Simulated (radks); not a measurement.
The numbers below are computed, except where a source is named.
Problem. These are the eigenvalues of the occupied orbitals of an atom or ion with whole-number occupations (eV). Code: a radial shooting solver on a logarithmic mesh with Libxc functionals. Model: Dirac Kohn-Sham, exchange-only PBE, spin-unpolarised, spherical densities, point nucleus.

orbital  eigenvalue
1s1/2     -13313.59
2s1/2     -1731.275
2p1/2     -1559.024
2p3/2     -1511.506
3s1/2     -236.6579
3p1/2     -176.8003
3p3/2     -169.9631
3d3/2      -66.1789
3d5/2      -65.0940
4s1/2      -19.1655
4p1/2       -7.2666
4p3/2       -6.7762

Which element is it, and in what charge state? The configuration may be excited. Open shells, if any, fill j = l - 1/2 first.

Solution. Z = 35, bromine, charge 0: Br in [Ar] 3d10 4s2 4p5. The list shows which subshells hold electrons but not how many an open one holds; the 1s level, -489.27 hartree, gives Z - s = 31.3 by -(Z - s)^2/2, which with screening and relativity narrows Z to a few neighbours, and the depths of the outer levels then fix element, charge and occupations together.
